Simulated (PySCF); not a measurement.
[Cr(OH)4]2- holds Cr(II), d4, at total charge -2. The structure is a PBE0-D3(BJ)/def2-TZVP, IEF-PCM water geometry optimised for multiplicity 5; coordination square planar, point group S4, metal–donor distances 2.00 Å.

Method (PySCF 2.14, density fitting): CASSCF(4,5) with orbitals averaged over all microstates of the shell, strongly contracted NEVPT2 on the averaged canonical orbitals; basis x2c-TZVPall on the metal, x2c-SVPall elsewhere; spin-free X2C; IEF-PCM water; spin-orbit coupling by state interaction with the mean-field operator over all roots.

CASSCF energies above the lowest CASSCF root:

```csv
state,CASSCF / cm⁻¹
5B,0
5B,16285
3E,18989
3B,19164
5E,20146
3A,20716
3A,23135
3E,23895
5A,23973
3B,24278
3A,25792
3E,26209
1A,27321
1E,27798
1B,28441
1A,30165
3B,30908
3A,32399
3E,33259
1B,33523
1A,33880
1E,35953
```

Task: How does dynamic correlation (SC-NEVPT2) move these states?

Result: 
| state | NEVPT2 / cm⁻¹ | shift / cm⁻¹ |
| --- | --- | --- |
| 5B | 0 | 0 |
| 5B | 19559 | +3274 |
| 3E | 14788 | -4201 |
| 3B | 17426 | -1738 |
| 5E | 22572 | +2426 |
| 3A | 19165 | -1550 |
| 3A | 21037 | -2098 |
| 3E | 21348 | -2548 |
| 5A | 28548 | +4574 |
| 3B | 21742 | -2537 |
| 3A | 22456 | -3336 |
| 3E | 25261 | -948 |
| 1A | 22548 | -4773 |
| 1E | 24432 | -3366 |
| 1B | 26498 | -1944 |
| 1A | 25768 | -4397 |
| 3B | 28644 | -2264 |
| 3A | 31156 | -1243 |
| 3E | 32447 | -812 |
| 1B | 30302 | -3220 |
| 1A | 30786 | -3094 |
| 1E | 31633 | -4320 |

NEVPT2 lifts 5B from 16285 to 19559 cm⁻¹; on the d shell alone such lifts tend to overshoot. Gaps between spin states lean to high spin in this active space.
